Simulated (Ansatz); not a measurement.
How methods differ on GeH3 (SMILES [GeH3])

GeH3 has 4 atoms, charge 0, and is taken as a doublet. As SMILES, `[GeH3]`. Geometry: relaxed at PBE0-D4/def2-TZVP.

```xyz
4

Ge    0.2146   -0.1259   -0.2494
H     1.0550    0.1096    1.0183
H    -0.8828   -1.1759   -0.0001
H    -0.3868    1.1922   -0.7688
```

Quantity: the energy change with the Ge1–H4 bond stretched from 1.539 to 3.078 Å, in eV. The values are calculated.

| level | kind | program | value (eV) | less FCI/STO-3G |
| --- | --- | --- | --- | --- |
| UHF/STO-3G | Hartree–Fock | Ansatz | 4.06 | -0.25 |
| USVWN5/STO-3G | LDA | Ansatz | 5.19 | +0.88 |
| U-revPBE/STO-3G | GGA | Ansatz | 4.72 | +0.41 |
| U-r2SCAN/STO-3G | meta-GGA | Ansatz | 4.84 | +0.53 |
| U-r2SCAN0/STO-3G | hybrid meta-GGA | Ansatz | 4.79 | +0.48 |
| UCAM-B3LYP/STO-3G | range-separated hybrid | Ansatz | 4.82 | +0.51 |
| UB2PLYP/STO-3G | double hybrid | Ansatz | 4.58 | +0.27 |
| RPA@PBE/STO-3G | RPA | Ansatz | 4.34 | +0.03 |
| UCCSDTQ/STO-3G | coupled cluster or CI | Ansatz | 4.31 | 0.00 |
| FCI/STO-3G | exact in the basis | Ansatz | 4.31 | 0.00 |

FCI/STO-3G is exact within its basis and frozen core, so for wave-function methods in that basis the difference is their error; functionals converge differently with the basis, so for them it is only a difference. All-electron rows without a relativistic Hamiltonian named are non-relativistic. The first shape isn't each level's own minimum. The values span 4.06 to 5.19 eV. Spin contamination of the reference (⟨S²⟩ at least 0.1 too high) touches UHF/STO-3G, USVWN5/STO-3G, U-revPBE/STO-3G, U-r2SCAN/STO-3G, U-r2SCAN0/STO-3G, UCAM-B3LYP/STO-3G, UB2PLYP/STO-3G, RPA@PBE/STO-3G, UCCSDTQ/STO-3G. All rows use very small basis sets, so even the best lies far from the true value. In the correlated wave-function rows the outer d shell of Ge is correlated, in sets not made for it.
